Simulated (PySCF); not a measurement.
N-methylmethanimine (C2H5N), SMILES C=NC. Atoms are numbered in the order given.

```xyz
8

C      0.1335     1.1380     0.0000
N     -0.5319    -0.1378     0.0000
C      0.1804    -1.1734     0.0000
H     -0.1866     1.7067    -0.8771
H     -0.1866     1.7067     0.8771
H      1.2310     1.0642     0.0000
H      1.2800    -1.1487     0.0000
H     -0.2986    -2.1520     0.0000
```
Charge 0, spin multiplicity 1.

The structure is a stationary point at PBE0-D3(BJ)/def2-TZVP.

Two levels are set side by side: PBE/pcSseg-2 (PySCF) and PBE0/pcSseg-2 (PySCF). GIAO shifts against NH3 (¹⁵N), TMS (¹H), TMS (¹³C) at the same level; non-relativistic, no solvent, atoms listed together averaged. Differences are taken from unrounded values.

```csv
quantity,PBE0
δ(¹³C) of C1 (ppm),55.8
δ(¹⁵N) of N2 (ppm),408.5
δ(¹³C) of C3 (ppm),163.1
```

Q: What does PBE give, and how far is it from PBE0? (An estimate is asked for; the answer gives what the named calculation found.)

A: 
```tsv
quantity	PBE	PBE minus PBE0
δ(¹³C) of C1 (ppm)	57.8	1.9
δ(¹⁵N) of N2 (ppm)	406.8	-1.7
δ(¹³C) of C3 (ppm)	161.3	-1.8
```

Rough cost on one machine, each run with all the roots and properties that it gave: PBE0 against PBE within a factor of 2.
